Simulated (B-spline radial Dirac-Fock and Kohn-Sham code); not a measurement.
Calculated with a radial atomic solver, using relaxed Dirac-Fock hole states (ΔSCF) with Breit and QED corrections and a finite nucleus. Correlation energy is missing from these numbers.

Question: Identify the element and charge state from the binding energies below (tabulated ground configuration; the least bound level is included).

| level | binding energy (eV) |
| --- | --- |
| 1s | 26777.5 |
| 2p1/2 | 3795.5 |
| 2p3/2 | 3605.7 |
| 4s | 179.3 |
| 4p1/2 | 138.8 |
| 4p3/2 | 132.7 |
| 4d | 69.77 |

Answer: Cd⁴⁺: Z = 48 with 44 electrons, [Kr] 4d8. The hydrogen-like estimate √(E/Ry) = 44.4 for the K level lies 3.6 below Z (screening lowers it, relativity raises it); the outermost level, at 69.77 eV, fixes the charge.

Question: Identify the element and charge state from the binding energies below (tabulated ground configuration; the least bound level is included).

```
level  binding energy (eV)
   L1              13639.7
   L2              13093.5
   L3              11833.8
   M4               3665.2
   M5               3603.7
   N1               2149.8
 N2,3               1995.6
```

Answer: Ta⁴¹⁺: Z = 73 with 32 electrons, [Ar] 3d10 4s2 4p2.
